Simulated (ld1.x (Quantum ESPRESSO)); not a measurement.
# antimony, TM semilocal: configuration errors across variants

ld1.x (Quantum ESPRESSO) 7.5 input, shortened:

```
&input
   title='Sb', zed=51., rel=1, dft='PZ', iswitch=3,
   config='[Kr] 4d10 5s2 5p3'
 /
 &inputp
   pseudotype=1, tm=.true., lloc=1,
   nlcc=.true., rcore=0.70
 /
3
5S  1  0   2.00   0.00  1.55  1.55  0.0
4D  3  2  10.00   0.00  0.95  0.95  0.0
5P  2  1   3.00   0.00  2.15  2.15  0.0
 &test
   configts(1)='4d10 5s2 5p3'
 /
```

All-electron excitation energies from the reference (eV): (1) 4d10 5s2 5p2 8.521; (2) 4d10 5s2 5p1 24.774; (3) 4d10 5s2 5p0 49.559; (4) 4d10 5s2 5p2.5 3.355; (5) 4d9 5s2 5p3 40.796; (6) 4d10 5s2 5p3.3 -1.207; (7) 4d9 5s2 5p4 31.004; (8) 4d10 5s2 5p3 spin -1.092; (9) 4d10 5s2 5p2 spin 7.930.

Spin tests fill each open shell by Hund’s rule, majority spin first.

A semilocal file is local in each channel, so a ghost entry of none says nothing of the separable form that plane-wave codes build from it.

Tests that are not counted but printed errors over 1 eV. “wave 5s (bound): rc 1.55 bohr becomes 5s (bound): rc 1.20 bohr”: 4d9 5s2 5p3 (solver errors, printed error -1767 eV); 4d9 5s2 5p4 (solver errors, printed error -98.6 eV).

1 further variants failed, have other tests or too few solved ones, and are left out.

A true bound ghost makes a file unfit for plane-wave use even where its test errors are small: the radial tests pick states by their node count and pass the ghost by. Where a test does run into it, the solver fails or the error is huge.

Errors AE − PS in meV (a dash: test not solved or not reliable):

| change | (1) | (2) | (3) | (4) | (5) | (6) | (7) | (8) | (9) | bound ghosts |
| --- | --- | --- | --- | --- | --- | --- | --- | --- | --- | --- |
| base | -0.8 | -0.5 | -2.5 | -0.5 | -149 | +0.4 | -225 | +10 | +4.7 | none |
| wave 5s (bound): rc 1.55 bohr becomes 5s (bound): rc 1.20 bohr | -1.5 | -2.9 | -6.1 | -0.6 | – | +0.3 | – | +76 | +67 | s |
| wave 5s (bound): rc 1.55 bohr becomes 5s (bound): rc 1.32 bohr | -0.7 | +1.0 | +6.6 | -0.5 | +274 | +0.4 | +139 | +15 | +8.2 | s |
| wave 5s (bound): rc 1.55 bohr becomes 5s (bound): rc 1.50 bohr | -0.8 | 0.0 | -0.1 | -0.5 | -88 | +0.3 | -176 | +10 | +5.0 | none |
| wave 5s (bound): rc 1.55 bohr becomes 5s (bound): rc 1.62 bohr | -0.9 | -0.9 | -4.2 | -0.5 | -183 | +0.4 | -251 | +9.8 | +4.5 | none |
| wave 5s (bound): rc 1.55 bohr becomes 5s (bound): rc 1.98 bohr | -0.9 | -1.4 | -6.5 | -0.5 | -213 | +0.4 | -274 | +9.6 | +4.3 | none |
| wave 5s (bound): rc 1.55 bohr becomes 5s (bound): rc 2.16 bohr | -0.8 | -0.5 | -3.4 | -0.5 | -199 | +0.4 | -263 | +9.9 | +4.6 | none |
| wave 5s (bound): rc 1.55 bohr becomes 5s (bound): rc 2.34 bohr | -0.5 | +1.5 | +4.6 | -0.4 | -169 | +0.3 | -242 | +10 | +5.4 | none |

(1) Give the same row for: wave 5s (bound): rc 1.55 bohr becomes 5s (bound): rc 1.80 bohr.

Results:

(1) -0.9, -1.4, -6.4, -0.5, -212, +0.4, -272, +9.6, +4.3; bound ghosts: none.
